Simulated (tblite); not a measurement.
Species: C4H7NO2Si.
Numbering: `[H]/[N:1]=[CH:2]/[C:3]1=[CH:4][CH2:5][O:6][SiH2:7][O:8]1` (hydrogens: H9 on N1; H10 on C2; H11 on C4; H12, H13 on C5; H14, H15 on Si7)

The geometry is computed with GFN2-xTB (gas phase).

**Question.** List the bond lengths, angles and torsions at this level.

**Answer.** 
| bond | length (Å) | order |
| --- | --- | --- |
| N1=C2 | 1.261 | double |
| C2–C3 | 1.461 | single |
| C3=C4 | 1.337 | double |
| C4–C5 | 1.490 | single |
| C5–O6 | 1.403 | single |
| O6–Si7 | 1.624 | single |
| Si7–O8 | 1.643 | single |
| C3–O8 | 1.358 | single |
| N1–H9 | 1.017 | single |
| C2–H10 | 1.098 | single |
| C4–H11 | 1.077 | single |
| C5–H12, C5–H13 | 1.100 | single |
| Si7–H14, Si7–H15 | 1.454 | single |

Bonds in one row agree within 0.01 Å and their mean is given. Orders are formal, as drawn. A selection of angles:
| angle | degrees |
| --- | --- |
| C2–N1–H9 | 114.9 |
| N1–C2–C3 | 121.4 |
| N1–C2–H10 | 125.4 |
| C3–C2–H10 | 113.2 |
| C2–C3–C4 | 122.2 |
| C2–C3–O8 | 113.6 |
| C4–C3–O8 | 124.1 |
| C3–C4–C5 | 125.3 |
| C3–C4–H11 | 117.8 |
| C5–C4–H11 | 116.9 |
| C4–C5–O6 | 115.6 |
| C4–C5–H12 | 109.2 |
| O6–C5–H12 | 108.0 |
| H12–C5–H13 | 107.3 |
| C5–O6–Si7 | 124.6 |
| O6–Si7–O8 | 107.8 |
| O6–Si7–H14 | 106.9 |
| O6–Si7–H15 | 110.3 |
| O8–Si7–H14 | 107.4 |
| O8–Si7–H15 | 105.9 |
| H14–Si7–H15 | 118.2 |
| C3–O8–Si7 | 121.6 |

Torsions: N1–C2–C3–C4 1° (synperiplanar); C2–C3–C4–C5 180° (antiperiplanar); C3–C4–C5–O6 -7° (synperiplanar); C4–C5–O6–Si7 13° (synperiplanar); C5–O6–Si7–O8 -10° (synperiplanar); O6–Si7–O8–C3 2° (synperiplanar); C2–C3–O8–Si7 -177° (antiperiplanar); H9–N1–C2–C3 180° (antiperiplanar). The mirror-image conformer, all signs reversed, is as good.

The 6-membered ring C3–C4–C5–O6–Si7–O8 has internal angles of 107.8° to 125.3°; it is slightly puckered (a soft mode that the optimisation may not have finished), 0.04 Å rms from its mean plane, widest ring torsion 13°. The 2 C–O bonds span 1.358 Å (C3–O8, drawn single) to 1.403 Å (C5–O6, drawn single), a spread of 0.045 Å. Of the pairs four or more bonds apart, N1···H11 is among the closest relative to their van der Waals radii: 2.50 Å, 91 % of the sum of Bondi's values. Si7 (oxygen-bound silicon) is distorted tetrahedral (angles from 105.9° to 118.2°). N1 (imine nitrogen) is bent (angle 114.9°). The 3 C–C bonds span 1.337 Å (C3=C4, drawn double) to 1.490 Å (C4–C5, drawn single), a spread of 0.153 Å.

Point group: near Cs, missed by 0.25 Å at most; the miss may be what the optimiser left on a soft mode. Its GFN2-xTB frequencies are all real (lowest 34 cm⁻¹). One conformer, not necessarily the lowest. 3 starts were optimised and ended at 0.00, 0.00 and 2.80 kcal/mol (GFN2-xTB); the lowest of these is shown.
